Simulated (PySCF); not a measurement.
Dissociation curve of N₂ (cation, charge +1), doublet.

Method: CCSD(T) on UHF/cc-pVTZ, 2 core orbitals frozen run with PySCF.

Q: Relative to R = 1.12 Å, what are the energies at R = 0.88, 1.04, 1.16, 1.21 Å?

A: 6.939 eV at 0.88 Å, 0.493 eV at 1.04 Å, 0.104 eV at 1.16 Å, 0.443 eV at 1.21 Å.

The scan ran from 0.88 to 4.39 Å; beyond the distances shown one of the unrestricted levels run for this scan, shown here or not, changes its spin distribution in one step. The unrestricted determinant behind UCCSD(T) is spin-contaminated at 0.99 to 1.29 Å (<S²> up to 2.0, against 0.75 for a pure doublet).
